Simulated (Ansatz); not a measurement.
The cluster Be₅Se₄⁺. Total charge 1; doublet. Geometry r2SCAN-D4/def2-SVP, basis def2-TZVP, Ansatz.

```csv
atom,x (Å),y (Å),z (Å)
Be1,-0.829,-0.166,1.827
Be2,1.095,0.166,-1.576
Be3,-0.966,0.569,-0.766
Be4,-0.485,-1.952,0.065
Be5,0.789,1.757,-0.007
Se6,-0.524,-2.143,2.071
Se7,-0.560,-1.213,-1.892
Se8,-1.129,1.744,1.023
Se9,2.610,1.238,-0.746
```

```tsv
run	HOMO (eV)	LUMO (eV)
A	-9.80	-7.40
B	-9.54	-7.58
C	-8.94	-8.13
D	-9.16	-7.78
```

B3LYP takes the VWN-RPA correlation. The structure comes from a short search, and lower isomers may exist.

HOMO and LUMO are taken over both spins.

Q: The runs used B3LYP, PBE, PBE0, r2SCAN. Estimate which is which.

A: A PBE0 (25 % exact exchange); B B3LYP (20 % exact exchange); C PBE (0 % exact exchange); D r2SCAN (0 % exact exchange). Exact exchange lowers occupied and raises empty levels; among semilocal functionals meta-GGAs tend to open the gap a little, and such runs are hard to tell apart. The gap grows from 0.81 eV (PBE) to 2.39 eV (PBE0).
